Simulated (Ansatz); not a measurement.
## Nudged elastic band run: CH3AgS

Input:

```yaml
crystal:
  periodic: [false, false, false]
  atoms:
    - { symbol: C, position_ang: [-0.383993, 0.384227, -0.29324] }
    - { symbol: S, position_ang: [0.015985, -1.374573, 0.013878] }
    - { symbol: Ag, position_ang: [1.898071, -1.295325, 1.36605] }
    - { symbol: H, position_ang: [-1.279285, 0.384235, -0.935272] }
    - { symbol: H, position_ang: [0.419399, 0.910317, -0.829072] }
    - { symbol: H, position_ang: [-0.627977, 0.92712, 0.631456] }
basis:
  gaussian: { orbitals: def2-SVP }
hamiltonian:
  xc: r2scan
  dispersion: d4
neb:
  order_check: false
  images: 5
  f_tol: 0.2
  max_iterations: 42
  final_atoms:
    - { symbol: C, position_ang: [-0.38434504, 0.43355858, -0.20748297] }
    - { symbol: S, position_ang: [0.01079886, -0.71704518, 1.15910005] }
    - { symbol: Ag, position_ang: [1.90249068, -1.83747353, 0.42187443] }
    - { symbol: H, position_ang: [-0.61841566, -0.09157609, -1.14489248] }
    - { symbol: H, position_ang: [0.4166684, 1.16591761, -0.38466314] }
    - { symbol: H, position_ang: [-1.28499724, 0.98261962, 0.10986412] }
  initial_path:
    images:
      - { positions_ang: [[-0.383993, 0.384227, -0.29324], [0.015985, -1.374573, 0.013878], [1.898071, -1.295325, 1.36605], [-1.279285, 0.384235, -0.935272], [0.419399, 0.910317, -0.829072], [-0.627977, 0.92712, 0.631456]] }
      - { positions_ang: [[-0.40376878, 0.40512607, -0.28788025], [0.08193379, -1.22635566, 0.20364142], [1.96335267, -1.50721274, 1.28066887], [-1.21482098, 0.30168527, -0.98885077], [0.39149266, 0.96784899, -0.80754541], [-0.77598936, 0.99490907, 0.55376616]] }
      - { positions_ang: [[-0.42354456, 0.42602513, -0.28252051], [0.14788257, -1.07813832, 0.39340483], [2.02863434, -1.71910047, 1.19528773], [-1.15035695, 0.21913553, -1.04242954], [0.36358632, 1.02538099, -0.78601883], [-0.92400172, 1.06269814, 0.47607631]] }
      - { positions_ang: [[-0.44332035, 0.4469242, -0.27716076], [0.21383136, -0.92992098, 0.58316825], [2.09391601, -1.93098821, 1.1099066], [-1.08589293, 0.1365858, -1.09600831], [0.33567998, 1.08291298, -0.76449224], [-1.07201407, 1.13048721, 0.39838647]] }
      - { positions_ang: [[-0.42366191, 0.44246899, -0.25393483], [0.14615386, -0.85896238, 0.77514551], [2.03010757, -1.89981665, 0.88056254], [-0.93006718, 0.06053183, -1.11230304], [0.36267612, 1.11058119, -0.63788254], [-1.14300846, 1.08119801, 0.30221235]] }
      - { positions_ang: [[-0.40400347, 0.43801379, -0.2307089], [0.07847636, -0.78800378, 0.96712278], [1.96629912, -1.86864509, 0.65121848], [-0.77424142, -0.01552213, -1.12859776], [0.38967226, 1.1382494, -0.51127284], [-1.21400285, 1.03190882, 0.20603824]] }
      - { positions_ang: [[-0.38434504, 0.43355858, -0.20748297], [0.01079886, -0.71704518, 1.15910005], [1.90249068, -1.83747353, 0.42187443], [-0.61841566, -0.09157609, -1.14489248], [0.4166684, 1.16591761, -0.38466314], [-1.28499724, 0.98261962, 0.10986412]] }
```

Launched with:

```bash
$ ansatz run input.yaml --threads 1 --pin off --max-ram 2048MiB --backend cpu --events-out ev --progress --plain --runs-dir out
```

Output, in part (warnings, iteration lines, the closing report on the highest movable image, with atoms numbered from 0):

```
NEB end point (image 0): max|allowed force component| = 4.257e-3 eV/Å (the criterion of neb.relax_end_points is 4.000e-2)
NEB end point (image 6): max|allowed force component| = 3.969e-3 eV/Å (the criterion of neb.relax_end_points is 4.000e-2)
NEB iter   1: max|band force component| = 2.635e0 eV/Å  barrier→ = 0.7821 eV  barrier← = 0.7821 eV  Δτ_max = 0.1900 Å  (213 SCF iters)
NEB iter   2: max|band force component| = 1.268e0 eV/Å  barrier→ = 0.3244 eV  barrier← = 0.3243 eV  Δτ_max = 0.2000 Å  (171 SCF iters)
NEB iter   3: max|band force component| = 5.281e-1 eV/Å  barrier→ = 0.1091 eV  barrier← = 0.1090 eV  Δτ_max = 0.1619 Å  (160 SCF iters)
NEB iter   4: max|band force component| = 2.082e-1 eV/Å  barrier→ = 0.0576 eV  barrier← = 0.0576 eV  CI = image 3  Δτ_max = 0.0200 Å  (154 SCF iters)
NEB iter   5: max|band force component| = 6.066e-2 eV/Å  barrier→ = 0.0549 eV  barrier← = 0.0549 eV  CI = image 3  Δτ_max = 0.0000 Å  (304 SCF iters)
Total energy: -15916.10778412 eV, -584.9061727410 hartree
Atom 0 at    -0.416187     0.399831    -0.251182 Å, force    -0.046350     0.012299    -0.017365 eV/Å
Atom 1 at    -0.197390    -1.133176     0.736631 Å, force     0.018616     0.012731    -0.010062 eV/Å
Atom 2 at     2.091163    -1.490993     0.837804 Å, force    -0.011772     0.001903    -0.000627 eV/Å
Atom 3 at    -1.027879     0.174604    -1.138319 Å, force     0.015038    -0.011492     0.007798 eV/Å
Atom 4 at     0.532180     0.834403    -0.589828 Å, force     0.020439    -0.013877     0.004697 eV/Å
Atom 5 at    -0.939687     1.151332     0.358694 Å, force     0.004030    -0.001564     0.015560 eV/Å
Dipole moment:     0.690814     0.113927    -0.114190 e Å
```

The run converged. The threshold of 0.2 eV/Å is loose, so the images may lie well off the minimum-energy path. Another band between the same ends (5 images) ends at a top of the same energy, where a vibrational analysis finds 1 clearly imaginary mode.

Final band (atoms are numbered from 1 in the order of the input):

| image | path coordinate (Å) | energy (kcal/mol) | dihedral H5–C1–S2–Ag3 (°) |
| --- | --- | --- | --- |
| 0 | 0.00 | 0.0 | 62 |
| 1 | 0.39 | 0.3 | 43 |
| 2 | 0.78 | 0.9 | 22 |
| 3 | 1.18 | 1.3 | 0 |
| 4 | 1.57 | 0.9 | -22 |
| 5 | 1.96 | 0.3 | -43 |
| 6 | 2.35 | 0.0 | -62 |

Run time: 2.9 min on 1 thread of Arm Neoverse V1 (shared host), peak memory 0.16 GiB.
